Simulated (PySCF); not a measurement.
Structure problem from calculated spectra and properties.

Formula: C11H8OS.

* UV, first state: lowest singlet excitation: 3.84 eV (323 nm, f = 0.001) [TDDFT wB97X-D/def2-SVPD]
* 13C NMR: chemical shifts (computed TMS as zero) by class: 191.5 (1 C), 148.2 (1 C), 147.2 (1 C), 146.0 (1 C), 142.1 (1 C), 142.0 (1 C), 140.2 (2 C), 133.6 (2 C), 131.8 (1 C) ppm [GIAO HF/pcSseg-1]
* Rotational structure: rotational constants A, B, C: 1.700, 0.455, 0.375 GHz [PBE0-D3(BJ)/def2-SVP]
* Dipole: 2.88 D [wB97X-D/def2-SVPD]
* NMR, other nuclei: isotropic shieldings of nuclei other than C and H, by class: -250 (1 O), 333 (1 S) ppm [GIAO HF/pcSseg-1]
* Triplet: lowest triplet excitation (Tamm–Dancoff): 3.17 eV [TDA wB97X-D/def2-SVPD]

The electronic properties come from PySCF, for the isolated species, density fitting. Levels stand in brackets. Isolated species at its PBE0-D3(BJ)/def2-SVP geometry (one conformer only). NMR classes are plain means over equivalent atoms (diastereotopic ones count apart unless rotation or inversion swaps them), as if these changed places fast.

Problem. Propose a structure and show how it fits.

Solution. Numbering: `[O:1]=[C:2]([c:3]1[cH:4][cH:5][cH:6][cH:7][cH:8]1)[c:9]1[cH:10][cH:11][cH:12][s:13]1`. Its formula, C11H8OS, gives 8 degrees of unsaturation: 2 rings and 6 π bonds in the structure found (Kekulé form). 11 carbons fall into 9 classes; from least to most shielded: ketone carbonyl carbon [C2] (191.5 ppm), aromatic CH next to a ring sulfur [C12] (148.2 ppm), aromatic CH carbon [C10] (147.2 ppm), substituted aromatic carbon [C9] (146.0 ppm), substituted aromatic carbon [C3] (142.1 ppm), aromatic CH carbon [C6] (142.0 ppm), aromatic CH carbon [C4/C8] (140.2 ppm, 2 C, up to 2.9 ppm apart in this geometry), aromatic CH carbon [C5/C7] (133.6 ppm, 2 C, up to 2.1 ppm apart in this geometry), aromatic CH carbon [C11] (131.8 ppm). The other shieldings belong to: -250 ppm, ketone oxygen [O1]; 333 ppm, thiophene-type sulfur [S13]. The optimised geometry has point group C1 and is an asymmetric top. Structure: `c1ccsc1C(=O)c1ccccc1`. The assignments are read from this structure; whether some other isomer fits the data as well wasn't checked.

Shape of the structure used: `[O:1]=[C:2]([c:3]1[cH:4][cH:5][cH:6][cH:7][cH:8]1)[c:9]1[cH:10][cH:11][cH:12][s:13]1`: O1–C2–C3–C4 148°, O1–C2–C9–C10 -12°.
